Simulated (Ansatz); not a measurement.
**Two-coordinate energy map**

CH2BClN (SMILES [NH-]C=BCl) (charge -1), closed shell, PBE0-D4/def2-TZVPD minimum:

```xyz
6
angstrom
N -1.0960 0.9038 0.2231
C 0.1155 0.4745 0.0769
B 0.6969 -0.6527 -0.8056
Cl 1.1178 -2.1074 0.2342
H -1.7228 0.2998 -0.3177
H 0.8886 1.0819 0.5891
```

Rows set the bond length C2–B3 (Å; 1.545 at the minimum), columns the angle B3–C2–H6 (°; 113.7), set in this order; the parts move rigidly, in a bend the first-named atom's side turns in the plane, and in a torsion the whole end group turns. CCSD(T) energies count from the value at that structure, in kcal/mol. Ansatz 0.2.0; basis: def2-TZVPPD; cores frozen in the correlated methods.

| C2–B3 \ B3–C2–H6 | 95.7 | 101.7 | 107.7 | 113.7 | 119.7 | 125.7 | 131.7 |
| --- | --- | --- | --- | --- | --- | --- | --- |
| 1.267 | 36.72 | 37.14 | 37.63 | 38.30 | 39.25 | 40.58 | 42.44 |
| 1.362 | 15.48 | 14.92 | ? | 14.78 | 15.42 | 16.67 | 18.64 |
| 1.500 | 4.18 | 2.63 | 1.59 | 1.15 | 1.41 | 2.44 | ? |
| 1.662 | 5.86 | 3.73 | 2.23 | 1.42 | 1.36 | 2.08 | ? |
| 1.842 | 14.87 | 12.66 | 11.06 | 10.11 | 9.83 | ? | 11.42 |
| 2.035 | 25.99 | 24.04 | 22.61 | – | – | – | – |

**Question.** Fill in the withheld cells. (Judge from chemistry; the value comes from the calculation.)

**Answer.** Computed: (1.362, 107.7): 14.65; (1.500, 131.7): 4.33; (1.662, 131.7): 3.66; (1.842, 125.7): 10.26 kcal/mol. These count from the CCSD(T) energy at the PBE0-D4 minimum.

The same grid for a cheaper method: r2SCAN-D4 − CCSD(T), both counted from the minimum, in kcal/mol:
```json
{"C2–B3 \\ B3–C2–H6": "1.267", "95.7": "-5.88", "101.7": "-5.60", "107.7": "-5.35", "113.7": "-5.18", "119.7": "-5.10", "125.7": "-5.11", "131.7": "-5.20"}
{"C2–B3 \\ B3–C2–H6": "1.362", "95.7": "-4.12", "101.7": "-3.72", "107.7": "-3.38", "113.7": "-3.14", "119.7": "-3.02", "125.7": "-3.01", "131.7": "-3.11"}
{"C2–B3 \\ B3–C2–H6": "1.500", "95.7": "-1.81", "101.7": "-1.34", "107.7": "-0.96", "113.7": "-0.68", "119.7": "-0.50", "125.7": "-0.44", "131.7": "-0.51"}
{"C2–B3 \\ B3–C2–H6": "1.662", "95.7": "0.45", "101.7": "0.86", "107.7": "1.21", "113.7": "1.47", "119.7": "1.66", "125.7": "1.75", "131.7": "1.74"}
{"C2–B3 \\ B3–C2–H6": "1.842", "95.7": "2.23", "101.7": "2.51", "107.7": "2.75", "113.7": "2.95", "119.7": "3.10", "125.7": "3.19", "131.7": "3.20"}
{"C2–B3 \\ B3–C2–H6": "2.035", "95.7": "3.15", "101.7": "3.31", "107.7": "3.45", "113.7": "–", "119.7": "–", "125.7": "–", "131.7": "–"}
```

No T1 diagnostic of these runs exceeds 0.020. The restricted Hartree–Fock reference is unstable towards an unrestricted one here.

For scale, one of the runs: CCSD(T)/def2-TZVPPD, 196 basis functions, launched by `ansatz run in.yaml --threads 2 --pin off --events-out ev --progress --plain --max-ram 4352MiB`. Time: 120 s of wall clock on 2 CPU threads of an Arm Neoverse N1; the host was shared. Peak host memory: 2.3 GiB.
